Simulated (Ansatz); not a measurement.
One change: `O[Si@H](F)C[Si@H](O)F` becomes `O[SiH](O)C[SiH](O)F`.

Ansatz, PBE0-D4/def2-TZVP geometries, multiplicity 1. Each molecule was computed in one conformer, which needn't be the lowest.

```
                                      property  `O[Si@H](F)C[Si@H](O)F`
           HOMO–LUMO gap (PBE/def2-TZVPP) / eV                     6.78
           LUMO energy (B3LYP/def2-TZVPP) / eV                    -0.13
            LUMO energy (PBE0/def2-TZVPP) / eV                     0.21
size of the dipole moment (PBE/def2-TZVPP) / D                     1.85
         HOMO–LUMO gap (B3LYP/def2-TZVPP) / eV                     8.52
           HOMO energy (B3LYP/def2-TZVPP) / eV                    -8.66
```

(1) What does the change do to each property? (An estimate is asked.)

Answers

(1) Computed: 
```csv
property,`O[SiH](O)C[SiH](O)F`,shift
HOMO–LUMO gap (PBE/def2-TZVPP) / eV,6.63,-0.15
LUMO energy (B3LYP/def2-TZVPP) / eV,-0.02,0.11
LUMO energy (PBE0/def2-TZVPP) / eV,0.30,0.09
size of the dipole moment (PBE/def2-TZVPP) / D,1.73,-0.12
HOMO–LUMO gap (B3LYP/def2-TZVPP) / eV,8.35,-0.17
HOMO energy (B3LYP/def2-TZVPP) / eV,-8.37,0.29
```

With PBE0 the HOMO rises by 0.29 eV and the LUMO rises by 0.09 eV, so the gap narrows by about 0.20 eV. PBE moves the HOMO by 0.25 eV and ωB97M-V by 0.31 eV. Dipoles are sizes alone; their direction can turn.

B3LYP here is the variant with VWN-RPA as its local correlation; programs differ in this.
